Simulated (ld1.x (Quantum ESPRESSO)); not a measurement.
# Scattering properties, PAW potential for niobium

```json
{
 "Element": "niobium (Nb)",
 "Generator": "ld1.x (Quantum ESPRESSO) 7.5",
 "Type": "PAW",
 "Functional": "PBEsol",
 "Relativity": "scalar-relativistic",
 "Frozen core": "[Ar] 3d10",
 "Valence charge": "13",
 "Reference configuration": "4s2 4p6 4d4 5s1 5p0",
 "Partial waves": "4s (bound): rcut 1.50, rcutus 1.80 bohr; 5s (bound): rcut 1.50, rcutus 1.80 bohr; 4p (bound): rcut 1.75, rcutus 1.90 bohr; 5p (bound, empty): rcut 1.75, rcutus 1.90 bohr; 4d (bound): rcut 1.95, rcutus 2.05 bohr; 4d channel at 0.15 Ry: rcut 1.95, rcutus 2.05 bohr",
 "Local potential": "all-electron potential smoothed inside 1.45 bohr (lloc = -1)",
 "Core correction": "Bessel-smoothed model core inside 1.55 bohr",
 "Augmentation charge": "PSQ, inside the norm-conserving radii"
}
```

The phase is arctan(r·u′/u) with u = r·R(r), unwrapped; energies in Ry, scanned from -6 to 5 Ry. A pole is an energy at which the radial function vanishes at the test radius. The pseudo phase is shifted by a multiple of π to meet the all-electron one at the reference energy, and phase errors are pseudo minus all-electron; the curves can meet again beyond the range given. Levels narrower than the energy grid can be missing from the lists of poles.

```csv
channel,radius (bohr),reference energy (Ry),"poles, all-electron","poles, pseudo",unbroken range about the reference energy with phases within 0.05 rad,phase error 1 Ry above the reference energy (rad)
s,2.24,-0.29,-4.08,-4.08,the whole range,+0.001
p,2.24,-0.08,-2.13,-2.13,the whole range,+0.000
d,2.24,-0.22,0.99,0.99,below 3.7,-0.000
```

Phases in the s channel:

| E (Ry) | all-electron | pseudo |
| --- | --- | --- |
| -6.00 | 1.330 | 1.330 |
| -5.48 | 1.292 | 1.292 |
| -4.96 | 1.193 | 1.193 |
| -4.44 | -0.474 | -0.474 |
| -3.92 | -1.639 | -1.639 |
| -3.40 | -1.734 | -1.734 |
| -2.88 | -1.783 | -1.783 |
| -2.36 | -1.824 | -1.824 |
| -1.84 | -1.869 | -1.869 |
| -1.32 | -1.925 | -1.925 |
| -0.80 | -2.006 | -2.006 |
| -0.28 | -2.134 | -2.134 |
| 0.24 | -2.373 | -2.372 |
| 0.76 | -2.864 | -2.863 |
| 1.28 | -3.603 | -3.599 |
| 1.80 | -4.099 | -4.096 |
| 2.32 | -4.339 | -4.336 |
| 2.84 | -4.468 | -4.465 |
| 3.36 | -4.547 | -4.545 |
| 3.88 | -4.602 | -4.599 |
| 4.40 | -4.642 | -4.639 |
| 4.92 | -4.674 | -4.671 |
